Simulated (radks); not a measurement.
Task: All-electron atom: the tungsten ion W51+ in [Ar] 3d5 (the NIST ground configuration). Method: scalar-relativistic Kohn-Sham, BLYP, spin-polarised, spherical densities, finite nucleus; open shells are filled with parallel spins first (spin-orbit coupling, left out, can overturn this in heavy ions); Fermi nuclear charge, rms radius 5.3658 fm; computed with a radial shooting solver on a logarithmic mesh with Libxc functionals. Some entries of the table are withheld. Estimate them.

orbital  occ.  eigenvalue (eV)  r(max) (bohr)  <1/r> (bohr^-1)
1s up       1        -72675.60        0.01146            87.06
1s down     1        -72675.28        0.01146            87.06
2s up       1        -15129.09        0.06555            20.45
2s down     1        -15104.47        0.06550            20.48
2p up       3        -13638.98        0.05375            18.53
2p down     3        -13619.39        0.05369            18.55
3s up       1        -5584.940         0.1803            7.958
3s down     1        -5557.132         0.1806            7.930
3p up       3        -5141.875         0.1772              (1)
3p down     3        -5113.687         0.1775              (2)
3d up       5        -4692.811         0.1422            6.990
3d down     0        -4657.383         0.1426            6.973

Result: 
(1) 3p up <1/r> (bohr^-1): 7.390
(2) 3p down <1/r> (bohr^-1): 7.363
